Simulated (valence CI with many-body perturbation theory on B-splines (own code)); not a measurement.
**Sn16+: what each term of the Hamiltonian does**

Computed by relativistic CI+MBPT: six valence electrons over a frozen Dirac-Fock core [Ar] 3d10, a basis of 9 s, 9 p, 8 d, 6 f, 3 g, 1 h functions for each j, with the one-electron correlation potential Σ1 (screened to all orders), the two-electron term Σ2, the three-electron term Σ3, Breit, model QED; selected single and double excitations, second order for the rest, scaled by the run's own slope (own B-spline code, finite nucleus).

No measured levels were compared; by estimate levels hold to about 250 cm⁻¹ or 0.2 % of their energy and the worst to 1 %, as in measured heavy ions of charge 2 to 7; those with d or f electrons hold less well. Among the levels kept, up to 1100 cm⁻¹ of a level comes from second order outside the variational space, and about a tenth of that is noise between levels of different J, which matters for small intervals.

Each rung adds one term. CI alone is the Dirac-Coulomb CI over the frozen core; QED comes last and gives the full result, which names the levels. Energies are above 4s²4p⁴ ³P_2 on the same rung, in cm⁻¹.

Names give the largest LS component (configuration and term), which can be under half, so a name can repeat, a term be missing and a line seem to break the LS rules; names also repeat where a configuration has a term twice. Letters in brackets count levels of one name in rising energy.

```csv
Level,CI alone,Σ1,Σ2,Σ3,Breit,QED,Full
4s²4p⁴ ³P_0,32681,+90,-451,-147,-15,+6,32164
4s²4p⁴ ³P_1,72966,+696,+513,+45,-1050,+147,73316
4s²4p⁴ ¹D_2,94114,+710,+114,-67,-1104,+141,93907
4s²4p⁴ ¹S_0,185840,+1384,+243,-165,-2046,+262,185517
4s4p⁵ ³P°_2,418956,+903,+849,+327,-292,-1283,419459
4s4p⁵ ³P°_1,452134,+1048,+370,+299,-499,-1209,452143
4s4p⁵ ³P°_0,495509,+1553,+1488,+352,-1265,-1100,496538
4s4p⁵ ¹P°_1,543750,+1410,-888,+235,-1313,-974,542221
4s²4p³4d ⁵D°_2 [a],558025,+407,+386,+380,-1028,-162,558009
4s²4p³4d ⁵D°_3,561658,+491,+453,+416,-1256,-140,561621
4s²4p³4d ⁵D°_0,562243,+500,+230,+414,-990,-145,562252
4s²4p³4d ⁵D°_1,568313,+622,+90,+434,-1228,-155,568075
4s²4p³4d ⁵D°_4,573736,+664,+360,+441,-1615,-92,573493
4s²4p³4d ⁵D°_2 [b],586862,+729,+127,+413,-1612,-111,586408
4s²4p³4d ³G°_3,614656,+808,+34,+277,-1699,-82,613994
4s²4p³4d ³D°_1 [a],621185,+967,+506,+384,-1919,-39,621083
4s²4p³4d ³F°_2 [a],623377,+974,+601,+415,-1925,-46,623395
4s²4p³4d ¹S°_0,624986,+988,+494,+452,-1899,-25,624996
4s²4p³4d ³F°_3 [a],632142,+1023,+477,+382,-2098,-35,631891
```

The middle columns are the shifts that each term adds.

Task: How does the ionisation energy move along the ladder, and which term matters most?

Result: CI alone 437.50, + Σ1 438.61, + Σ2 438.70, + Σ3 438.45, + Breit 438.25, + QED 438.25 eV. The largest step is Σ1, 1.11 eV. NIST lists 437 ± 3 eV (theoretical).
